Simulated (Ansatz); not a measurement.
C₂H₆ClNSi₂, SMILES N#CC[Si@H]([SiH3])Cl.

Geometry: r2SCAN-D4/def2-SVP. The structure was generated by enumeration; whether it is a known compound was not checked. The values are those of a single conformer.

Two levels are set side by side: PBE/def2-SVPD (Ansatz, an electronic-structure program) and PBE0/def2-SVPD (Ansatz). Energy differences of separate SCF runs at the same geometry; the states with an electron removed or added have multiplicity 2 and 2. Differences are taken from unrounded values.

```
quantity                            PBE0
---------------------------------  -----
vertical ionisation energy (eV)    10.32
vertical singlet–triplet gap (eV)   5.68
```

Q: What does PBE give, and how far is it from PBE0? (Estimate from the structure and the level; the computed values follow.)

A: 
| quantity | PBE | PBE minus PBE0 |
|---|---|---|
| vertical ionisation energy (eV) | 9.90 | -0.41 |
| vertical singlet–triplet gap (eV) | 5.29 | -0.39 |
